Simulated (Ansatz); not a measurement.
Compare A (`CO[SiH](O)C=O`) with its isomer B (`O=CC(O)[SiH2]O`).

Gas-phase electronic energies from Ansatz, PBE0-D4/def2-TZVP geometries. CBS: MP2 limit from def2 TZ/QZ plus the TZ coupled-cluster correction, frozen cores. DFT in def2-TZVPP. Each species was taken in one conformer, which may not be the lowest.

A:

```xyz
12

C     0.1050   -1.1388    1.7822
O    -0.1418   -0.8475    0.4232
Si   -0.1245    0.6401   -0.2415
O     1.3475    1.3234   -0.4075
C    -0.7302    0.3536   -2.0403
O     0.0326    0.6161   -2.9423
H    -0.2785   -2.1379    1.9940
H    -0.3977   -0.4239    2.4436
H     1.1779   -1.1202    1.9938
H    -0.9652    1.5506    0.5750
H     1.7079    1.2497   -1.2980
H    -1.7331   -0.0652   -2.2823
```

B:

Z-matrix (Å, degrees):
```
C
C 1 1.478
Si 1 1.915 2 112.7
O 1 1.409 2 111.5 3 -116.9
H 1 1.100 2 108.8 3 120.1
O 2 1.208 1 121.5 3 110.0
H 2 1.107 1 116.8 3 -68.9
O 3 1.638 1 106.6 2 -170.3
H 3 1.482 1 112.4 2 72.4
H 3 1.486 1 106.6 2 -49.4
H 4 0.972 1 105.0 2 3.7
H 8 0.961 3 114.6 1 44.9
```

Q: Which isomer does CCSD(T)/CBS put lower? Give the gap. (An estimate is asked.)

A: Computed: A, by 94.3 kJ/mol.

Q: Give E(B) − E(A) in kJ/mol with r2SCAN-D4, PBE0-D4, HF/def2-TZVPP, MP2/def2-TZVPP, PBE-D4, ωB97M-V, CCSD(T)/def2-TZVPP. (Estimate.)

A: Ansatz gave: r2SCAN-D4 81.9, PBE0-D4 79.3, HF/def2-TZVPP 114.2, MP2/def2-TZVPP 91.8, PBE-D4 73.1, ωB97M-V 90.9, CCSD(T)/def2-TZVPP 93.4. None reverses the order clearly.

Largest T1 diagnostic: 0.014.

In def2-TZVPP, CCSD(T) changes the Hartree–Fock value by −20.8 kJ/mol (the triples alone add −3.9 kJ/mol) and MP2 by −22.4 kJ/mol. From PBE to PBE0 (25 % exact exchange), in def2-TZVPP and without D4, E(B) − E(A) moves by +5.9 kJ/mol.
